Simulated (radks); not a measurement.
The numbers below are computed, except where a source is named.
The indium ion In+ inside a hard spherical wall (all orbitals vanish at R), configuration held at [Kr] 4d10 5s2 and not refilled when levels cross. Level of theory: scalar-relativistic Kohn-Sham, PBEsol, spin-polarised, spherical densities, point nucleus (a radial shooting solver on a logarithmic mesh with Libxc functionals). Eigenvalues in eV for spin up, with the zero of energy where the potential of the charges vanishes at infinity; a dash marks a level that is unbound or too diffuse for the functional's potential to be trusted. A positive occupied level is held by the wall or, in an anion where self-interaction has pushed it up, behind a barrier. The pressure on the wall is -dE/dV.

R (bohr),E (hartree),kinetic (hartree),e(4s),e(4p),e(4d),e(5s),"e(5p, empty)","e(6s, empty)",pressure (GPa)
free,-5878.76231,6127.117,-127.00,-85.519,-26.073,-14.985,-8.417,-,0
20,-5878.76231,6127.117,-127.00,-85.519,-26.073,-14.985,-8.417,-,< 0.0001
6,-5878.75583,6127.178,-126.78,-85.294,-25.856,-14.753,-7.814,3.063,0.711
4,-5878.58257,6128.168,-124.39,-82.934,-23.616,-11.310,-2.160,29.034,44.4
2.5,-5875.80730,6140.245,-108.98,-68.042,-8.564,21.044,39.182,152.09,2390
2,-5869.26295,6166.082,-88.547,-47.664,14.274,77.169,103.60,306.04,14100
1.5,-5840.49861,6265.994,-30.744,13.932,85.348,262.46,301.16,719.25,122000
